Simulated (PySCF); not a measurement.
## Electron correlation in In⁺ (indium, charge +1)

[Kr] 4d10 5s2, closed-shell 1S. Computed with PySCF 2.14 in cc-pVTZ-PP with ECP28MDF, with a scalar-relativistic core potential. Frozen: 4s2 4p6 4d10; 2 electrons correlated.

Total MP2 correlation energy: -23.26 mhartree.

Same-spin part 0.00 and opposite-spin part -23.26 mhartree; SCS-MP2 scales them by 1/3 and 6/5 to -27.91 mhartree.

With two correlated electrons CCSD is exact within the correlated space (frozen core and kept virtual orbitals).

| level | correlation energy (mhartree) |
| --- | --- |
| CCSD | -32.69 |

Diagnostics: T1 = 0.0062, D1 = 0.0088, largest double amplitude 0.096.

Problem. Is a single reference adequate?

Solution. Mostly. T1 lies below 0.03, but a double amplitude of this size points to a near-degeneracy that CCSD handles and MP2 describes poorly.
